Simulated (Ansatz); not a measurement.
Program: Ansatz. Geometries: PBE0-D4/def2-TZVP. ΔE: electronic, gas phase. CBS: MP2 limit from def2 TZ/QZ plus the TZ coupled-cluster correction, frozen cores. This one scheme is used for every species. Functionals use def2-TZVPP. B3LYP here is the variant with VWN-RPA as its local correlation; programs differ in this. Each species was taken in one conformer, which may not be the lowest.

Reaction (formal exchange of groups at the Al–S bond): `C[O][AlH][SH]` + `BS` → `C[O][AlH][BH]S` + H₂S

CCSD(T)/CBS gives +138.9 kJ/mol.

Q: Another level gave +140.7 kJ/mol. Which?
A. PBE0-D4/def2-TZVPP
B. PBE-D4/def2-TZVPP
C. HF/def2-TZVPP
D. B3LYP/def2-TZVPP

A: D. B3LYP 140.7, PBE-D4 129.1, PBE0-D4 134.4, HF/def2-TZVPP 153.2 kJ/mol.

Largest T1 diagnostic among the species: 0.015.

In def2-TZVPP, CCSD(T) changes the Hartree–Fock value by −15.8 kJ/mol (the triples alone add −1.5 kJ/mol) and MP2 by −6.5 kJ/mol. From PBE to PBE0 (25 % exact exchange), in def2-TZVPP and without D4, ΔE moves by +5.3 kJ/mol.
